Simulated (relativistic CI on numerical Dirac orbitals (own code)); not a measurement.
Cr⁺ in a cubic cluster: L2,3 absorption with charge transfer

Computed with a charge-transfer multiplet model of a cubic metal-ligand cluster with up to 2 ligand holes, Slater and spin-orbit integrals from Dirac-Coulomb-Breit ions, Slater integrals scaled by 0.8. The ground state mixes d5 with configurations of k ligand holes L, whose averages lie at kΔ + k(k − 1)U_dd/2; a core hole lowers each added d electron by U_cd. 300 K, Lorentzian 0.4 eV and Gaussian 0.3 eV FWHM.

Atomic integrals in eV (Slater integrals scaled, ζ unscaled), ground: F2dd 6.636, F4dd 4.082, zeta_d 0.022; with the core hole: F2dd 7.386, F4dd 4.554, zeta_d 0.034, zeta_core 5.628, F2cd 4.152, G1cd 2.980, G3cd 1.690.

Cluster parameters (eV): Δ = 7.8, U_dd = 6.2, 10Dq = 1.1, 10Dq(ligand) = 0.1, V(eg) = 2.35, V(t2g) = -1.25, final-state hopping factor = 1.

```csv
Case,n_d,d5,d6L,d7L2,S
U_cd = 7.1 eV,5.13,0.87,0.13,0.00,2.50
U_cd = 7.7 eV,5.13,0.87,0.13,0.00,2.50
U_cd = 8.3 eV,5.13,0.87,0.13,0.00,2.50
```

Weights, n_d and S are thermal averages at 300 K. Photon energies count from the first peak over 30 % of the highest in each spectrum, which can be another peak from case to case. The parameters are a model scan and need not match a compound or its usual spin state. Peaks in eV (height, largest 100):
- U_cd = 7.1 eV: 0.0 (42), 1.5 (100), 4.6 (6), 9.0 (15), 10.5 (21)
- U_cd = 7.7 eV: 0.0 (42), 1.5 (100), 4.6 (6), 9.0 (15), 10.5 (21)
- U_cd = 8.3 eV: 0.0 (42), 1.5 (100), 9.0 (15), 10.6 (21), 11.4 (14)

Curve for U_cd = 8.3 eV (points under 2 left out, the grid thinned):

(E (eV), Intensity): (-1.4, 2.2), (-1.1, 3.4), (-0.8, 6.4), (-0.5, 15.6), (-0.2, 33.5), (0.1, 39.7), (0.3, 28.0), (0.6, 19.8), (0.9, 22.0), (1.2, 51.3), (1.5, 100.0), (1.8, 64.5), (2.1, 34.5), (2.4, 28.1), (2.7, 22.8), (3.0, 16.2), (3.3, 12.9), (3.5, 10.6), (3.8, 9.1), (4.1, 7.9), (4.4, 6.3), (4.7, 6.0), (5.0, 4.2), (5.3, 3.1), (5.6, 3.0), (5.9, 3.2), (6.2, 2.2), (7.9, 2.4), (8.1, 2.9), (8.4, 5.2), (8.7, 11.7), (9.0, 15.2), (9.3, 13.3), (9.6, 10.2), (9.9, 10.2), (10.2, 15.2), (10.5, 20.2), (10.8, 19.7), (11.1, 15.0), (11.3, 14.2), (11.6, 13.4), (11.9, 8.5), (12.2, 4.8), (12.5, 2.8), (12.8, 2.0)

For the case U_cd = 7.1 eV, Δ = 7.8 eV is larger than U_dd = 6.2 eV, the Mott-Hubbard side of the Zaanen-Sawatzky-Allen scheme. With the core hole the configuration with one ligand hole lies at Δ + U_dd − U_cd = 6.9, 6.3, 5.7 eV from the one without, in the order of the table; where this is negative the screened configuration lies lower.
